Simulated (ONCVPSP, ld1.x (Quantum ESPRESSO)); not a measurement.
## Potentials for sulfur (S) compared

Generated with ld1.x 7.5 (TM, RRKJ, ultrasoft, PAW), atompaw 4.2 or ONCVPSP 4.0.1. The cutoff is in Ry: for ld1.x and atompaw files where the sum of valence levels is converged to 10 mRy in a Bessel basis, for ONCV files where the hardest occupied wave has 1 mHa per electron of residual kinetic energy. The error is the largest all-electron minus pseudo excitation energy over each file’s own four to seven test configurations (ionisations up to +4, promotions, holes and added fractions of an electron), all of which were solved. The labels leave out finer settings (local radius, basis sizes, second energies), which also bear on the numbers. Spin-polarised tests are not counted. The rows are a selection from randomly drawn settings: files with unsolved tests, undetermined cutoffs or missed reference levels are left out.

A true bound ghost makes a file unfit for plane-wave use even where its test errors are small: the radial tests pick states by their node count and pass the ghost by.

| potential | cutoff (Ry) | largest error (meV) | bound ghosts |
| --- | --- | --- | --- |
| ONCV, LDA (Perdew-Wang 92), scalar-relativistic, rc 1.10/1.55/1.45 (spd), local smoothed, core correction yes, reference 3s2 3p3, qcut 7.7/5.5/6.6, projectors 3/2/1 | 57 | +39 | s |
| TM, BLYP, scalar-relativistic, rc 1.20/1.20 (sp), local s, core correction yes, reference 3s2 3p4 | 70 | +178 | none |
| ultrasoft, PBE, scalar-relativistic, rc 0.80/0.80 (sp), local smoothed, core correction no, reference 2s2 2p6 3s2 3p3.75 | 230 | -705 | none |
| ONCV, PBE, scalar-relativistic, rc 1.15/1.65/1.55 (spd), local smoothed, core correction yes, reference 3s1.75 3p4.25, qcut 7/5.6/7.2, projectors 2/2/2 | 46 | +7.5 | s |
| PAW, PBEsol, scalar-relativistic, rc 1.60/1.90 (sp), local smoothed, core correction yes, reference 3s2 3p4 | 15 | -102 | none |
| ONCV, PBE, scalar-relativistic, rc 0.80/0.65/0.85 (spd), local smoothed, core correction no, reference 2s2 2p6 3s2 3p4, qcut 12.9/23.6/11.3, projectors 2/2/1 | 397 | +235 | none |

(1) Fill in the row for S: PAW, revPBE, non-relativistic, rc 1.50/1.15 (sp), local smoothed, core correction yes, reference 3s2 3p3.

## Answers

(1) cutoff 30 Ry, largest error -19 meV, bound ghosts: none.
